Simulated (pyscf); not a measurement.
PySCF, gas phase, ωB97X-D3(BJ)/def2-SVP geometries. Correlated levels are frozen-core, on RHF or UHF. ΔMP2 is the change of the MP2 total energy from the triple- to the quadruple-zeta basis.

Problem. For •O–PH₂ → HO–PH•, a hydrogen shift (doublet surface; H–P broken, H–O formed), PBE/def2-TZVP gives ΔE‡ = 168.0 kJ/mol and ΔE = -19.2 kJ/mol (zero: the reactant's lowest minimum found). In which direction and how far do r²SCAN/def2-TZVP, ωB97M-D3(BJ)/def2-TZVP, CCSD(T)/def2-TZVPP + ΔMP2(QZVPP) move these?

Solution. r²SCAN: ΔE‡ = 180.9 kJ/mol, ΔE = -17.5 kJ/mol; ωB97M-D3(BJ): ΔE‡ = 175.6 kJ/mol, ΔE = -34.7 kJ/mol; CCSD(T): ΔE‡ = 183.2 kJ/mol, ΔE = -35.5 kJ/mol. PBE's barrier lies under all of them, by 7.6 to 15.2 kJ/mol. Its reaction energy lies among theirs. This is the saddle that the search found; another between the same sides may lie lower. The CCSD(T) − MP2 part came from Ansatz, without density fitting, on the same reference.
